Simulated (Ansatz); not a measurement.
Input file for `O[B-](O)(O)[NH2+][SiH3]`:

```yaml
crystal:
  periodic: [false, false, false]
  atoms:
    - {symbol: O, position_ang: [-1.681442, 0.281479, -1.055402]}
    - {symbol: B, position_ang: [-0.941239, 0.235628, 0.155284]}
    - {symbol: O, position_ang: [-0.816094, -1.129013, 0.611933]}
    - {symbol: O, position_ang: [-1.223507, 1.222627, 1.161273]}
    - {symbol: N, position_ang: [0.681714, 0.620772, -0.239512]}
    - {symbol: Si, position_ang: [1.559814, -0.947516, -0.392034]}
    - {symbol: H, position_ang: [-1.993767, 1.169689, -1.231080]}
    - {symbol: H, position_ang: [-0.786462, -1.153382, 1.569286]}
    - {symbol: H, position_ang: [-2.148009, 1.200718, 1.413503]}
    - {symbol: H, position_ang: [0.710216, 1.168844, -1.093290]}
    - {symbol: H, position_ang: [1.052467, 1.204270, 0.505868]}
    - {symbol: H, position_ang: [1.838981, -1.493392, 0.950480]}
    - {symbol: H, position_ang: [2.875894, -0.576233, -0.993326]}
    - {symbol: H, position_ang: [0.858434, -1.833693, -1.334083]}
basis:
  gaussian: {orbitals: def2-TZVPP}
correlation: {method: ccsd_t}
output: {orbitals: {seedname: orbitals}}
```

```sh
$ ansatz run in.yaml --threads 4 --pin off --events-out ev --progress --plain --max-ram 11315MiB
```

Output of Ansatz, abridged:

```
Functional definition: HF
1856 factors; integrals over basis functions are off by at most 1.3e-3 eV
mean field evaluation 1: about -16255.0104 eV, gradient 6.1e1 eV
mean field evaluation 2: about -16255.2985 eV, gradient 6.1e1 eV
mean field evaluation 4: about -16262.3699 eV, gradient 4.1e0 eV
mean field evaluation 8: about -16262.4448 eV, gradient 3.5e-1 eV
mean field -16262.44517184 eV, -597.6338369839 hartree, gradient 2.0e-6 eV, S^2 0.000000; 0 other end points of the search recorded, 0 dependent functions left out
10 core orbitals not correlated: weight in the atoms' cores, before any rotation towards them, 1.000 or more for the frozen orbitals, at most 0.000 for the correlated occupied ones
reference -16262.44517184 eV, -597.6338369839 hartree; 19, 19 occupied and 280, 280 virtual orbitals, 1856 factors
second order -32.34758948 eV of doubles, -0.00000000 eV of singles
cycle   1  -32.49543808 eV  change   -1.5e-1 eV  update   1.1e-1
cycle   2  -33.21471701 eV  change   -7.2e-1 eV  update   3.1e-2
cycle   3  -33.36984497 eV  change   -1.6e-1 eV  update   1.6e-2
cycle   4  -33.35112483 eV  change    1.9e-2 eV  update   3.3e-3
cycle   5  -33.34996350 eV  change    1.2e-3 eV  update   1.7e-3
cycle   6  -33.35112833 eV  change   -1.2e-3 eV  update   4.8e-4
cycle   7  -33.35091307 eV  change    2.2e-4 eV  update   2.0e-4
cycle   8  -33.35079090 eV  change    1.2e-4 eV  update   6.5e-5
cycle   9  -33.35079213 eV  change   -1.2e-6 eV  update   2.5e-5
perturbative correction -1.19118861 eV, -0.0437753740 hartree
Total energy: -16296.98715258 eV, -598.9032313627 hartree
```

It took 21 min on 4 threads of an Arm Neoverse V1 on a shared host, with 4.7 GiB of host memory at the peak.

MP2 recovers 93.6 % of the CCSD(T) correlation energy and the triples give 3.4 %; T1 = 0.0113.
